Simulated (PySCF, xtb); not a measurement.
tetrafluoroborate (BF4), SMILES F[B-](F)(F)F, charge -1.

GFN2-xTB in xtb 6.7.1 at its own geometry gives an orbital gap of 21.75 eV.

The structure is a stationary point at B3LYP-D3(BJ)/def2-SVPD.

**Question.** What does PySCF with PBE/def2-TZVPD give? (The exact figures need the calculation; the answer reports its results.)

**Answer.** gap 6.48 eV (levels -2.70 and 3.79 eV).
